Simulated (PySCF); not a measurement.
VF4, SMILES [F][V+]([F])([F])[F], charge +1, multiplicity 1. The structure is a stationary point at PBE0-D3(BJ)/def2-SVP. The spin state was assumed, not searched. The isomer is the one that the SMILES or the coordinates give; other isomers of the formula were not compared.

These are PBE0-D3(BJ)/def2-SVP (PySCF) values and carry that method's errors.

Harmonic wavenumbers (cm⁻¹): 234, 234, 254, 254, 254, 845, 970, 970, 970. Rotational constants (GHz): 3.746, 3.746, 3.746; symmetry number 12.

Q: Work out the zero-point energy and the ideal-gas rigid-rotor harmonic-oscillator thermochemistry at 298.15 K and 1 atm.

A: ZPE = ½ Σ hcν = ½ × 4984 cm⁻¹ = 7.13 kcal/mol. H − E(el) = 11.16 kcal/mol. Entropy in cal/(mol K): translation 40.43, rotation 21.28, vibration 9.30, total 71.00. G − E(el) = -10.01 kcal/mol. Cp = 18.61 cal/(mol K).
